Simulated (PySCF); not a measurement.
Question: Write Cartesian coordinates for InChI=1S/FH7SeSi3/c1-4-5-2-3/h4-5H2,3H3 as optimised with PBE0-D3(BJ)/def2-SVP.

Answer: 
```xyz
12
FH7SeSi3 angstrom
F     -3.386    0.463    0.768
Si    -2.029   -0.442    0.715
Si    -0.559    0.278   -0.954
Se     1.219   -1.168   -0.748
Si     2.273    0.115    0.830
H     -1.358   -0.354    2.044
H     -2.422   -1.855    0.443
H     -1.119    0.115   -2.327
H     -0.099    1.688   -0.763
H      3.353   -0.731    1.410
H      1.310    0.525    1.895
H      2.856    1.340    0.208
```

Orientation and origin are arbitrary. Atoms count from 1 in this order. Si2 (fluorine-bound silicon) is tetrahedral (angles from 108.2° to 112.0°). Si3 (SiH2 silicon) is distorted tetrahedral (angles from 103.2° to 113.1°). Si5 (SiH3 silicon) is tetrahedral (angles from 106.5° to 110.6°).

Bonds between heavy atoms (Å): F1–Si2 1.632, Si2–Si3 2.338, Si3–Se4 2.301, Se4–Si5 2.291.

Computed, not measured: PySCF, PBE0-D3(BJ)/def2-SVP geometry optimisation, gas phase.

Point group: C1 (no symmetry element, even within 0.4 Å). No frequency check. The numbers are those of one conformer (F1–Si2–Si3–Se4 180°, Si2–Si3–Se4–Si5 -87°).

Time: 2.4 min; peak memory 0.52 GiB. Hardware: an Arm Neoverse V1 with one thread, shared host with 32 logical CPUs at a one-minute load of 32. These figures are those of the optimisation.
